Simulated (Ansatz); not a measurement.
Computed with Ansatz on PBE0-D4/def2-TZVP structures; ΔE is electronic, products minus reactants. CCSD(T)/CBS is the MP2 limit (def2-TZVPP, def2-QZVPP) plus CCSD(T) − MP2 in def2-TZVPP, frozen cores. This one scheme is used for every species. Functionals use def2-TZVPP. Each species was taken in one conformer, which may not be the lowest.

Consider the ligand exchange at the Si–O bond: `C[SiH2]OB(O)O` + `C[NH][AlH2]` → `C[SiH2][N](C)[AlH2]` + `OB(O)O`.

(1) Is it downhill or uphill in electronic energy at CCSD(T)/CBS, and by how much? (Estimate.)

(2) What do these levels give: r2SCAN-D4, ωB97M-V, B2PLYP, MP2/def2-TZVPP, SCS-MP2/def2-TZVPP, HF/def2-QZVPP? (An estimate is asked.)

Largest T1 diagnostic among the species: 0.012.

Answers

(1) Computed: Uphill: ΔE = +43.5 kJ/mol.

(2) Ansatz gave: r2SCAN-D4 45.5, ωB97M-V 44.4, B2PLYP 49.3, MP2/def2-TZVPP 40.4, SCS-MP2/def2-TZVPP 44.9, HF/def2-QZVPP 62.4 kJ/mol.

The D4 term adds −6.5 kJ/mol with B3LYP and −3.5 kJ/mol with PBE0; it sums over pairs of atoms, weighted by their polarisabilities, and B3LYP, whose exchange is more repulsive, gets the larger term. In def2-TZVPP, CCSD(T) changes the Hartree–Fock value by −19.1 kJ/mol (the triples alone add −3.1 kJ/mol) and MP2 by −21.4 kJ/mol.

B3LYP here is the variant with VWN-RPA as its local correlation; programs differ in this.
